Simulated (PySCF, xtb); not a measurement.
VF2, SMILES [F][V][F] (connectivity only; charge and spin as stated), neutral, multiplicity 4.

Harmonic wavenumbers (cm⁻¹) from GFN2-xTB in xtb at its own minimum, in rising order: 185, 613, 801.

Question: What does PBE-D3(BJ)/def2-TZVP (PySCF 2.14.0) give at its own minimum? (The exact figures need the calculation; the answer reports its results.)

Answer: 80, 622, 761. Paired by order, the mean absolute difference is 51 cm⁻¹ and the zero-point energies are 2.3 and 2.1 kcal/mol.
